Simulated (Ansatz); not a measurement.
Program: Ansatz. Geometries: PBE0-D4/def2-TZVP. ΔE: electronic, gas phase. CCSD(T)/CBS adds triple-zeta CCSD(T) − MP2 to the extrapolated MP2 energy (def2 sets, frozen cores). This one scheme is used for every species. DFT in def2-TZVPP. B3LYP here is the variant with VWN-RPA as its local correlation; programs differ in this. HSE06 is defined as in plane-wave codes. Each species was taken in one conformer, which may not be the lowest.

Consider the cleavage of the Si–Si bond: `C[SiH2][SiH2]S` + `C=N` → `C=N[SiH2]C` + `[SiH3]S`.

```
             level  ΔE (kcal/mol)  difference from CCSD(T)/CBS
            PBE-D4           -4.8                          3.9
           BLYP-D4           -8.3                          0.4
         r2SCAN-D4           -8.1                          0.6
            B97M-V           -8.2                          0.5
           PBE0-D4           -5.8                          2.9
          B3LYP-D4           -8.9                         -0.2
        r2SCANh-D4           -8.2                          0.5
        r2SCAN0-D4           -8.4                          0.3
          HSE06-D4           -5.8                          2.9
          BHLYP-D4          -10.1                         -1.4
      CAM-B3LYP-D4          -10.2                         -1.5
           ωB97X-V           -8.6                          0.1
           ωB97M-V           -9.8                         -1.1
            B2PLYP          -10.4                         -1.7
          PBE-QIDH           -8.5                          0.2
               PBE           -5.5                          3.2
            revPBE           -5.3                          3.4
              BLYP           -9.4                         -0.7
            r2SCAN           -8.3                          0.4
              PBE0           -6.5                          2.2
           r2SCANh           -8.5                          0.2
           r2SCAN0           -8.7                          0.0
             HSE06           -6.5                          2.2
             BHLYP          -11.6                         -2.9
         CAM-B3LYP          -11.1                         -2.4
           LC-ωPBE           -7.9                          0.8
RPA@PBE/def2-TZVPP           -8.8                         -0.1
       HF/def2-SVP          -11.8                         -3.1
      MP2/def2-SVP           -9.1                         -0.4
     CCSD/def2-SVP           -7.6                          1.1
  CCSD(T)/def2-SVP           -7.3                          1.4
    MP2/def2-TZVPP          -10.7                         -2.0
SCS-MP2/def2-TZVPP          -11.2                         -2.5
   CCSD/def2-TZVPP           -9.3                         -0.6
CCSD(T)/def2-TZVPP           -8.7                          0.0
     HF/def2-QZVPP          -14.1                         -5.4
SCS-MP2/def2-QZVPP          -11.3                         -2.6
      HF/CBS(def2)          -14.1                         -5.4
     MP2/CBS(def2)          -10.6                         -1.9
    CCSD/CBS(def2)           -9.2                         -0.5
       CCSD(T)/CBS           -8.7                            0
```

Largest T1 diagnostic among the species: 0.012.

Leaving LDA and LC-ωPBE aside and taking each functional with its dispersion term where it has one, the values spread over 5.6 kcal/mol, from B2PLYP to PBE-D4. LDA lies −0.9 kcal/mol from PBE without D4. At CCSD(T), def2-SVP lies +1.4 kcal/mol from the extrapolated value and def2-TZVPP −0.0 kcal/mol. From PBE to PBE0 (25 % exact exchange), in def2-TZVPP and without D4, ΔE moves by −1.0 kcal/mol.
